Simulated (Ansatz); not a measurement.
Steps of a relaxation of `C[O][Ta](=[NH])([O]C)[O]C` with RKS PBE0-D4/def2-TZVP.

```sh
$ ansatz run in.yaml --threads 4 --pin off --events-out ev --progress --plain --max-ram 41984MiB --backend cuda --devices 0, --max-vram 37GiB
```

```yaml
crystal:
  periodic: [false, false, false]
  atoms:
    - {symbol: C, position_ang: [-1.415556, -0.652233, 2.790115]}
    - {symbol: O, position_ang: [-1.168730, -0.686235, 1.409156]}
    - {symbol: Ta, position_ang: [-0.049626, -0.036750, -0.011411]}
    - {symbol: N, position_ang: [1.165065, 1.094785, 0.660590]}
    - {symbol: O, position_ang: [-1.103037, 0.913118, -1.305351]}
    - {symbol: C, position_ang: [-1.291762, 2.149584, -1.940369]}
    - {symbol: O, position_ang: [0.880051, -1.494713, -0.845910]}
    - {symbol: C, position_ang: [2.140186, -2.021968, -1.162275]}
    - {symbol: H, position_ang: [-1.503460, 0.393503, 3.163981]}
    - {symbol: H, position_ang: [-2.368507, -1.181303, 3.016496]}
    - {symbol: H, position_ang: [-0.600030, -1.154917, 3.358566]}
    - {symbol: H, position_ang: [1.854721, 1.735460, 1.054402]}
    - {symbol: H, position_ang: [-0.570058, 2.914729, -1.574790]}
    - {symbol: H, position_ang: [-2.322837, 2.525904, -1.755262]}
    - {symbol: H, position_ang: [-1.160184, 2.043460, -3.040527]}
    - {symbol: H, position_ang: [2.258672, -2.107193, -2.265798]}
    - {symbol: H, position_ang: [2.964825, -1.383376, -0.771754]}
    - {symbol: H, position_ang: [2.252866, -3.040655, -0.728158]}
basis:
  gaussian: {orbitals: def2-TZVP}
hamiltonian: {xc: pbe0, dispersion: d4}
relax: {f_tol: 0.005, max_steps: 150}
```

Positions (Å) and forces (eV/Å) along the path, 9 of 31 steps:

```xyz
18
step=1 energy=-12453.6906 eV
C    -1.416   -0.652    2.790   -0.054    0.023    0.366
O    -1.169   -0.686    1.409    0.229    0.154   -0.112
Ta   -0.050   -0.037   -0.011    0.448    0.411    0.214
N     1.165    1.095    0.661   -0.209   -0.195   -0.098
O    -1.103    0.913   -1.305    0.208   -0.041    0.203
C    -1.292    2.150   -1.940   -0.029    0.322   -0.148
O     0.880   -1.495   -0.846   -0.045    0.265    0.145
C     2.140   -2.022   -1.162    0.346   -0.120   -0.072
H    -1.503    0.394    3.164    0.070   -0.550   -0.259
H    -2.369   -1.181    3.016    0.507    0.276   -0.185
H    -0.600   -1.155    3.359   -0.414    0.266   -0.358
H     1.855    1.735    1.054   -0.463   -0.429   -0.263
H    -0.570    2.915   -1.575   -0.348   -0.447   -0.147
H    -2.323    2.526   -1.755    0.527   -0.247   -0.059
H    -1.160    2.043   -3.041   -0.054   -0.005    0.581
H     2.259   -2.107   -2.266   -0.120    0.071    0.567
H     2.965   -1.383   -0.772   -0.484   -0.288   -0.176
H     2.253   -3.041   -0.728   -0.116    0.535   -0.199
18
step=5 energy=-12453.7801 eV rejected
C    -1.388   -0.660    2.761   -0.005    0.024    0.178
O    -1.158   -0.671    1.382    0.008   -0.018    0.042
Ta   -0.045   -0.020   -0.015    0.075    0.096    0.079
N     1.156    1.109    0.652   -0.131   -0.123   -0.083
O    -1.106    0.889   -1.301   -0.005    0.018   -0.017
C    -1.293    2.122   -1.933    0.016   -0.064    0.038
O     0.860   -1.472   -0.840    0.036   -0.019   -0.011
C     2.125   -1.991   -1.133   -0.079    0.041    0.024
H    -1.275    0.363    3.168   -0.050   -0.401   -0.093
H    -2.415   -1.017    2.957    0.351    0.131    0.005
H    -0.672   -1.330    3.275   -0.297    0.254   -0.142
H     1.830    1.743    1.040    0.040    0.036    0.023
H    -0.575    2.863   -1.564   -0.020    0.013   -0.022
H    -2.308    2.485   -1.742    0.016    0.014   -0.015
H    -1.161    2.007   -3.014   -0.007    0.023    0.009
H     2.248   -2.075   -2.217    0.020   -0.008    0.016
H     2.914   -1.345   -0.733    0.012   -0.028   -0.017
H     2.225   -2.989   -0.693    0.020    0.011   -0.014
18
step=6 energy=-12453.7870 eV
C    -1.399   -0.649    2.762    0.028   -0.017   -0.051
O    -1.151   -0.682    1.387   -0.020   -0.001    0.043
Ta   -0.041   -0.027   -0.010    0.008   -0.004   -0.003
N     1.160    1.100    0.652    0.003    0.007    0.000
O    -1.103    0.888   -1.293   -0.004    0.039   -0.018
C    -1.284    2.123   -1.921    0.002   -0.057    0.023
O     0.862   -1.477   -0.842    0.037   -0.016   -0.006
C     2.123   -1.997   -1.146   -0.061    0.023    0.009
H    -1.398    0.379    3.137    0.004    0.008    0.002
H    -2.376   -1.097    2.967   -0.008    0.004    0.001
H    -0.637   -1.218    3.304   -0.008    0.000    0.007
H     1.837    1.734    1.039    0.000    0.000    0.001
H    -0.567    2.863   -1.551    0.003    0.006    0.000
H    -2.298    2.489   -1.734   -0.004    0.008   -0.002
H    -1.152    2.014   -3.002    0.000    0.006   -0.005
H     2.239   -2.079   -2.231    0.007   -0.003   -0.003
H     2.919   -1.356   -0.754    0.008    0.001    0.002
H     2.228   -2.996   -0.711    0.006   -0.004    0.001
18
step=18 energy=-12453.7950 eV
C    -1.382   -0.663    2.758   -0.001    0.001   -0.002
O    -1.151   -0.689    1.382    0.002   -0.001    0.001
Ta   -0.046   -0.023   -0.014   -0.002   -0.004   -0.002
N     1.134    1.119    0.659    0.004    0.005    0.003
O    -1.112    0.877   -1.304    0.001   -0.003    0.002
C    -1.310    2.106   -1.936   -0.001    0.004   -0.001
O     0.879   -1.463   -0.838   -0.001    0.001    0.000
C     2.144   -1.977   -1.129    0.001    0.001    0.001
H    -1.016    0.268    3.203    0.005   -0.006    0.000
H    -2.455   -0.748    2.953    0.003    0.007    0.000
H    -0.876   -1.503    3.244   -0.007   -0.001   -0.001
H     1.805    1.760    1.046   -0.004   -0.002   -0.002
H    -0.604    2.858   -1.569   -0.001   -0.001    0.000
H    -2.329    2.461   -1.751    0.000   -0.002    0.000
H    -1.176    1.996   -3.017   -0.001   -0.001    0.001
H     2.268   -2.070   -2.213    0.001    0.000    0.000
H     2.934   -1.328   -0.739    0.001    0.000    0.000
H     2.254   -2.971   -0.684    0.001    0.000    0.000
18
step=19 energy=-12453.7958 eV
C    -1.381   -0.661    2.757    0.001   -0.010    0.005
O    -1.147   -0.696    1.380   -0.009    0.002    0.014
Ta   -0.046   -0.025   -0.015   -0.003    0.005   -0.002
N     1.130    1.120    0.661    0.006    0.002    0.001
O    -1.115    0.873   -1.304    0.004    0.000    0.002
C    -1.314    2.104   -1.934   -0.003   -0.002   -0.002
O     0.884   -1.461   -0.840    0.003   -0.006   -0.003
C     2.149   -1.976   -1.130   -0.001    0.000   -0.001
H    -0.975    0.253    3.203   -0.008   -0.031   -0.006
H    -2.459   -0.700    2.948    0.037    0.009   -0.003
H    -0.913   -1.525    3.242   -0.024    0.030   -0.008
H     1.801    1.762    1.048   -0.004    0.000    0.000
H    -0.609    2.856   -1.566    0.000   -0.001    0.001
H    -2.334    2.457   -1.748   -0.001    0.000    0.001
H    -1.180    1.995   -3.015    0.000    0.000    0.000
H     2.275   -2.069   -2.213    0.001    0.000    0.000
H     2.939   -1.326   -0.739    0.001    0.001    0.001
H     2.258   -2.969   -0.684    0.001    0.001    0.000
18
step=21 energy=-12453.7970 eV
C    -1.379   -0.658    2.752   -0.034   -0.002    0.124
O    -1.142   -0.705    1.377   -0.004   -0.002    0.001
Ta   -0.044   -0.028   -0.019    0.008   -0.004    0.007
N     1.120    1.126    0.661    0.000   -0.015   -0.006
O    -1.119    0.861   -1.310    0.008    0.005    0.004
C    -1.329    2.094   -1.931   -0.002    0.002   -0.002
O     0.898   -1.458   -0.841   -0.006   -0.001   -0.001
C     2.165   -1.970   -1.128    0.002    0.001    0.000
H    -0.839    0.179    3.218   -0.087   -0.135   -0.051
H    -2.456   -0.535    2.939    0.187   -0.017   -0.017
H    -1.050   -1.596    3.223   -0.062    0.156   -0.060
H     1.791    1.766    1.049   -0.005    0.010    0.001
H    -0.631    2.850   -1.554   -0.003   -0.001   -0.002
H    -2.352    2.436   -1.744   -0.001   -0.001    0.000
H    -1.191    1.996   -3.012   -0.001    0.000    0.000
H     2.291   -2.069   -2.211    0.000    0.000    0.000
H     2.953   -1.317   -0.740   -0.001    0.002    0.001
H     2.277   -2.962   -0.677    0.000    0.001    0.000
18
step=27 energy=-12453.8000 eV
C    -1.378   -0.657    2.751   -0.001   -0.001    0.007
O    -1.136   -0.712    1.377   -0.001    0.001   -0.002
Ta   -0.039   -0.032   -0.018    0.005   -0.006    0.002
N     1.127    1.118    0.665    0.001   -0.002   -0.001
O    -1.116    0.858   -1.307    0.000    0.001    0.000
C    -1.345    2.084   -1.933    0.000    0.001    0.000
O     0.904   -1.459   -0.845   -0.001    0.000   -0.001
C     2.177   -1.959   -1.126   -0.001    0.000    0.000
H    -0.715    0.064    3.241   -0.013   -0.014   -0.003
H    -2.417   -0.361    2.934    0.019   -0.005    0.001
H    -1.217   -1.644    3.198   -0.005    0.019   -0.003
H     1.790    1.767    1.052   -0.002    0.003    0.000
H    -0.657    2.852   -1.562   -0.001    0.000   -0.001
H    -2.372    2.412   -1.745    0.000    0.000    0.000
H    -1.208    1.983   -3.014    0.000    0.000    0.000
H     2.310   -2.054   -2.208    0.000    0.000    0.000
H     2.957   -1.299   -0.733    0.000    0.001    0.001
H     2.296   -2.950   -0.676    0.000    0.000    0.000
18
step=29 energy=-12453.8001 eV
C    -1.378   -0.657    2.751   -0.001    0.000    0.005
O    -1.136   -0.712    1.377    0.001   -0.001    0.001
Ta   -0.038   -0.033   -0.018   -0.002    0.002   -0.004
N     1.127    1.119    0.664    0.002   -0.002    0.002
O    -1.115    0.856   -1.307   -0.001   -0.001    0.000
C    -1.346    2.083   -1.932    0.000    0.000    0.000
O     0.906   -1.460   -0.845    0.001    0.000    0.000
C     2.179   -1.958   -1.126    0.000    0.000    0.000
H    -0.698    0.045    3.244   -0.003   -0.003   -0.002
H    -2.409   -0.337    2.935    0.005   -0.001   -0.001
H    -1.242   -1.648    3.194   -0.001    0.005   -0.002
H     1.787    1.771    1.051   -0.001    0.001    0.000
H    -0.661    2.852   -1.561    0.000    0.000    0.000
H    -2.374    2.409   -1.745    0.000    0.000    0.000
H    -1.209    1.982   -3.013    0.000    0.000    0.000
H     2.312   -2.053   -2.208    0.000    0.000    0.000
H     2.958   -1.297   -0.733    0.000    0.000    0.000
H     2.300   -2.949   -0.676    0.000    0.000    0.000
18
step=31 energy=-12453.8001 eV
C    -1.379   -0.656    2.751   -0.001    0.000    0.000
O    -1.134   -0.714    1.377    0.000    0.000    0.000
Ta   -0.038   -0.034   -0.018    0.003    0.000   -0.002
N     1.127    1.118    0.664   -0.002    0.000    0.000
O    -1.115    0.855   -1.306    0.000    0.000    0.001
C    -1.347    2.082   -1.931    0.000    0.000    0.000
O     0.907   -1.460   -0.845   -0.001    0.000    0.000
C     2.181   -1.958   -1.127    0.000    0.000    0.000
H    -0.693    0.039    3.245    0.000    0.000    0.000
H    -2.406   -0.326    2.933   -0.001    0.000    0.000
H    -1.253   -1.649    3.194    0.000   -0.001    0.000
H     1.787    1.771    1.050    0.000    0.000    0.000
H    -0.662    2.851   -1.560    0.000    0.000    0.000
H    -2.375    2.407   -1.744    0.000    0.000    0.000
H    -1.210    1.982   -3.012    0.000    0.000    0.000
H     2.313   -2.053   -2.209    0.000    0.000    0.000
H     2.959   -1.296   -0.734    0.000    0.000    0.000
H     2.302   -2.949   -0.677    0.000    0.000    0.000
```

It took 43 s on 4 threads of an AMD EPYC 7R13 on a shared host and a share of an NVIDIA H100 80 GB, with 0.97 GiB of host memory at the peak.
